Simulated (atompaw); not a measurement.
# Be (Z = 4): one change to a PAW (atompaw) potential, before and after

beryllium (Be), PAW, made with atompaw 4.2.0.5 (LDA (PW92), non-relativistic). Core [He], reference 2s2 2p0. Waves: 2s (bound): rc 1.90 bohr; 2s channel at -0.05 Ry: rc 1.90 bohr; 2p (bound, empty): rc 3.00 bohr; 2p channel at 0.15 Ry: rc 3.00 bohr. Local part: bessel scheme, radius 2.05 bohr. Core correction: smooth core density matched at 1.90 bohr. Augmentation charge: besselshape compensation charge, radius 2.60 bohr; PAW radius 3.00 bohr; waves and projectors: custom polynom vanderbiltortho.

All-electron outer shells of the reference configuration (LDA (PW92), non-relativistic, ld1.x):

```json
{"shell": "2s", "level (eV)": "-5.60", "outermost node (bohr)": "0.60", "outermost maximum (bohr)": "2.04"}
{"shell": "2p", "level (eV)": "-2.10", "outermost node (bohr)": "–", "outermost maximum (bohr)": "2.28"}
```

Change: wave 2s (bound): rc 1.90 bohr becomes 2s (bound): rc 2.62 bohr.

Cutoffs: the cutoffs (Ry, on a coarse ladder) from which the occupation-weighted sum of valence levels, in a spherical-Bessel basis at the reference potential, stays within 10 and 1 mRy of its value at 400 Ry; they do not see the model core or the augmentation charge, which bear on the density cutoff.

Problem. What does the change do?

Solution. Both files are very soft, the changed one slightly softer (loose and tight cutoff 8 and 12 Ry → 6 and 6 Ry on this coarse ladder); the range in which the s phases agree narrows (upper end at the end of the scan → 2.0); neither file shows a bound ghost.

| quantity | base | changed |
| --- | --- | --- |
| cutoff, loose | 8 Ry | 6 Ry |
| cutoff, tight | 12 Ry | 6 Ry |
| bound ghosts | none | none |
| s: phases at 3.01 bohr within 0.05 rad from the reference energy up to (Ry; the scan ends near 5) | to the end of the scan | 2.0 |
| p: phases at 3.01 bohr within 0.05 rad from the reference energy up to (Ry; the scan ends near 5) | 1.8 | 1.8 |
| lowest overlap eigenvalue by channel | s 0.51, p 0.95 | s 0.23, p 0.95 |

 The cutoffs see the waves, projectors and local potential, not the compensation charge or the core.
